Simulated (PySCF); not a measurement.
Electronic absorption of C7H8NP

Compound: C7H8NP.
Geometry (GFN2-xTB, Å), atoms numbered from 1 in this order:
```
atom  x, y, z in Å
C1     2.8639   -0.0082    0.2005
C2     2.1267   -0.3849   -0.9117
N3     0.8092   -0.4227   -0.9806
C4     0.0254   -0.0958    0.0232
C5    -1.4189   -0.1998   -0.2565
C6    -2.3706    0.8060    0.3388
C7    -2.3744   -0.5950    0.8392
P8     0.5407    0.4445    1.6270
C9     2.2542    0.3744    1.3787
H10    3.9432   -0.0173    0.1387
H11    2.6317   -0.6813   -1.8234
H12   -1.6218   -0.5557   -1.2585
H13   -3.1937    1.1469   -0.2706
H14   -1.9445    1.5701    0.9748
H15   -1.9530   -0.7857    1.8168
H16   -3.2008   -1.2397    0.5815
H17    2.8758    0.6561    2.2216
```

Computed, not measured: PySCF, TDDFT wB97X-D/def2-SVPD, vertical, gas phase, core orbitals frozen in the response.

```tsv
state	E (eV)	λ (nm)	ν̃ (cm⁻¹)	f	main configurations (H = HOMO, L = LUMO)
S1	3.86	320.8	31170	0.0042	H-1→L (98%)
S2	4.44	279.2	35820	0.0007	H-1→L+1 (98%)
S3	4.56	272.1	36760	0.067	H→L (81%)
S4	5.01	247.5	40400	0.094	H→L+1 (70%), H-2→L (13%), H→L (12%)
S5	5.60	221.4	45170	0.0078	H-3→L (82%), H-4→L (14%)
S6	6.06	204.5	48900	0.407	H-2→L (77%), H→L+1 (15%)
S7	6.26	198.2	50460	0.0042	H-3→L+1 (86%), H-4→L+1 (11%)
S8	6.70	185.0	54040	0.188	H-2→L+1 (79%)
```

Triplets (Tamm–Dancoff): T1 3.06 eV, H→L (88%); T2 3.51 eV, H-1→L (94%); T3 3.99 eV, H→L+1 (93%).

The lowest singlet comes at 321 nm (373 kJ/mol) in the ultraviolet; it is very weak; its leading configuration is HOMO-1→LUMO (98%). The strongest level in the table is S6 at 6.06 eV (205 nm, f = 0.407). Löwdin shares by element: HOMO carbon 40% or more, phosphorus 26% (atoms not listed hold the other 34%); LUMO carbon 45% or more, phosphorus 32% (atoms not listed hold the other 23%). The listed states span 2.84 eV, and the widest gap between neighbours is 0.59 eV (S4 to S5). Weighted by f, the mean energy of these states is 5.94 eV. Orbital energies (eV): HOMO-3 -10.38, HOMO-2 -10.06, HOMO-1 -8.80, HOMO -8.60, LUMO -0.10, LUMO+1 0.68, LUMO+2 2.45. Singlets were solved by full linear response, triplets in the Tamm–Dancoff approximation.

One conformer stands for the species.
